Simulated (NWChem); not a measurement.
Species: C₂Cl₃ cation

```xyz
5

Cl     0.0000     0.0000    -2.4076
C      0.0000     0.0000    -0.8451
C      0.0000     0.0000     0.4670
Cl     0.0000     1.4868     1.2705
Cl     0.0000    -1.4868     1.2705
```
Atoms are numbered in this order, from 1.

Computed with NWChem. Pople sets run with spherical d functions. Structure relaxed at the PBE0/def2-SVP level.

Taking PBE/6-311++G** as the yardstick, which of these has the fewest basis functions while keeping “highest occupied level (eV)” within 0.05 eV of it: PBE/6-31G*; PBE/6-311G**; PBE/STO-3G; PBE/6-31+G*; PBE/3-21G?

PBE/6-31G*.
```
level           basis functions  highest occupied level (eV)
--------------  ---------------  ---------------------------
PBE/STO-3G                   37                       -11.85
PBE/3-21G                    57                       -12.38
PBE/6-31G*                   82                       -12.13
PBE/6-31+G*                 102                       -12.17
PBE/6-311G**                114                       -12.21
PBE/6-311++G**              134                       -12.17
```

The yardstick is one finite set, not the basis-set limit.
